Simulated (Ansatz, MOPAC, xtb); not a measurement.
Bond stretch in Ge(OH)4, SMILES [OH][Ge]([OH])([OH])[OH] (H₄GeO₄), singlet. The O1–H9 bond (O1 also carries Ge; H9 carries nothing else) is varied alone, starting from the PBE0/def2-TZVP optimised geometry.

- UHF/cc-pVDZ (Ansatz, a program for electronic structure)
- PM3, restricted, heats of formation (MOPAC)
- UCCSD(T) = CCSD(T) on UHF/cc-pVDZ, cores with 3d frozen (Ansatz)
- GFN1-xTB (xtb)
- RKS-B3LYP = restricted B3LYP/cc-pVDZ in Ansatz

Energies are in kcal/mol, each relative to the lowest point of its own curve near equilibrium.

```tsv
R / Å	UHF	PM3	UCCSD(T)	GFN1-xTB	RKS-B3LYP
0.80	21.6	16.6	25.5	21.0	25.3
0.84	10.3	8.2	13.3	10.4	13.2
0.90	___	1.3	3.2	2.1	3.2
0.93	0.1	0.1	0.9	0.4	0.9
0.96	0.0	0.0	0.0	0.0	0.0
1.00	1.6	1.5	___	0.9	0.5
1.04	4.7	4.4	2.7	___	2.4
1.08	8.9	8.5	5.9	6.3	5.5
1.16	19.8	18.6	14.7	14.6	14.0
1.25	34.1	31.1	26.5	25.9	25.6
1.41	60.8	52.1	48.7	47.5	47.6
1.56	76.3	70.3	68.3	67.1	67.4
1.77	85.1	98.7	90.2	91.0	91.6
2.02	88.4	___	108.2	113.2	114.6
2.33	___	162.2	116.9	132.3	135.5
2.79	___	190.2	119.2	149.1	155.2
```

Question: What belongs in the gaps?

Answer: 
- 0.90, UHF: 1.7
- 1.00, UCCSD(T): 0.6
- 1.04, GFN1-xTB: 3.1
- 2.02, PM3: 132.4
- 2.33, UHF: 89.4
- 2.79, UHF: 89.6

The unrestricted determinant behind UHF, UCCSD(T) is spin-contaminated at 1.41 to 2.79 Å (<S²> up to 1.0, against 0.00 for a pure singlet). The restricted form behind PM3, RKS-B3LYP keeps the bonding electrons paired and can't separate into open-shell fragments.
